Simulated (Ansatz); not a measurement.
CH$_{3}$ClSSi, SMILES `CS[Si]Cl`, 7 atoms. The species carries charge 0 and has multiplicity 1. Hardware: A = 2 threads of an AMD EPYC 7R13 on a shared host and a share of an NVIDIA H100 80 GB; B = 2 threads of an AMD EPYC 7R13 on a shared host. Correlated methods freeze the cores. Open-shell runs search over several starts.

Problem. Give the basis size and wall time and peak host memory of each of these runs in Ansatz. UKS B2PLYP (frozen core)/def2-TZVPP energy of the cation [B]; UKS PBE0-D4/def2-TZVPP energy of the cation [B]; RKS r2SCANh-D4/def2-TZVPP energy [B]; RHF-CCSD(T)/def2-TZVPP energy [A]; RHF-CCSD(T)/cc-pV(D+d)Z energy [B]; RHF-CCSD(T)/cc-pV(Q+d)Z energy [A]; RKS BHLYP-D4/def2-TZVPP energy [B]; RHF-CCSD(T)/def2-QZVPP energy [A]; RKS ωB97M-V/def2-SVP energy [B]; RKS PBE0-D4/def2-TZVPP energy [B]; RKS PBE0-D4/def2-QZVPP energy [A]; RKS LC-ωPBE/def2-TZVPP energy [B]. (Estimate.)

Solution. Computed: Other jobs shared the machine, so times are rough.

```json
{"level": "RKS PBE0-D4/def2-QZVPP", "job": "energy [A]", "functions": "357", "wall time": "2.2 s", "peak host memory (GiB)": "0.9"}
{"level": "RKS LC-ωPBE/def2-TZVPP", "job": "energy [B]", "functions": "199", "wall time": "2.2 s", "peak host memory (GiB)": "0.39"}
{"level": "RKS BHLYP-D4/def2-TZVPP", "job": "energy [B]", "functions": "199", "wall time": "2.6 s", "peak host memory (GiB)": "0.53"}
{"level": "RKS PBE0-D4/def2-TZVPP", "job": "energy [B]", "functions": "199", "wall time": "2.7 s", "peak host memory (GiB)": "0.51"}
{"level": "RHF-CCSD(T)/def2-TZVPP", "job": "energy [A]", "functions": "199", "wall time": "3.6 s", "peak host memory (GiB)": "0.82"}
{"level": "RKS r2SCANh-D4/def2-TZVPP", "job": "energy [B]", "functions": "199", "wall time": "4.5 s", "peak host memory (GiB)": "0.52"}
{"level": "RKS ωB97M-V/def2-SVP", "job": "energy [B]", "functions": "83", "wall time": "6 s", "peak host memory (GiB)": "0.39"}
{"level": "RHF-CCSD(T)/cc-pV(D+d)Z", "job": "energy [B]", "functions": "98", "wall time": "6 s", "peak host memory (GiB)": "0.39"}
{"level": "UKS PBE0-D4/def2-TZVPP", "job": "energy of the cation [B]", "functions": "199", "wall time": "10 s", "peak host memory (GiB)": "0.72"}
{"level": "RHF-CCSD(T)/def2-QZVPP", "job": "energy [A]", "functions": "357", "wall time": "13 s", "peak host memory (GiB)": "0.89"}
{"level": "RHF-CCSD(T)/cc-pV(Q+d)Z", "job": "energy [A]", "functions": "337", "wall time": "16 s", "peak host memory (GiB)": "0.92"}
{"level": "UKS B2PLYP (frozen core)/def2-TZVPP", "job": "energy of the cation [B]", "functions": "199", "wall time": "17 s", "peak host memory (GiB)": "0.62"}
```

LC-ωPBE has ω = 0.4 bohr⁻¹.
